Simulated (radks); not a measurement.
Q: Radial electron density D(r) = 4 pi r^2 rho(r) of an atom or ion with 63 electrons. All-electron calculation, Dirac Kohn-Sham, LDA (Slater exchange, VWN5 correlation), spin-unpolarised, spherical densities, point nucleus. Program: a radial shooting solver on a logarithmic mesh with Libxc functionals.

```
   r/bohr * D(r) (the largest magnitude, 117, reaches the edge; | marks zero)
 0.002225 |       *
 0.003039 |           *
 0.004119 |                 *
 0.005582 |                        *
 0.007626 |                                *
  0.01034 |                                      *
  0.01412 |                                          *
  0.01914 |                                        *
  0.02594 |                                     *
  0.03543 |                                       *
  0.04802 |                                                *
   0.0656 |                                                      *
  0.08891 |                                               *
   0.1205 |                                         *
   0.1646 |                                               *
   0.2231 |                                          *
   0.3024 |                        *
   0.4131 |                      *
   0.5598 |                       *
   0.7648 |            *
    1.036 |     *
    1.405 |   *
    1.919 |*
    2.601 *
    3.525 *
    4.816 *
    6.526 *
    8.916 *
```

What is the nuclear charge?

A: Z = 66. The innermost maximum, from 1s, lies near gamma/Z bohr with gamma = sqrt(1 - (Z/c)^2) = 0.876, here 0.0133 bohr (found: 0.0147), and its height grows with Z. The density is that of the dysprosium ion Dy3+ in [Kr] 4d10 4f9 5p6 5f2; the configuration itself is not fixed sharply by these data, and Z only to a few units. D(r) has 4 maxima, at r = 0.0147, 0.0651, 0.181, 0.497 bohr, and minima at 0.0283, 0.119, 0.355 bohr, inside which lie 2.01, 11.15, 29.54 electrons.
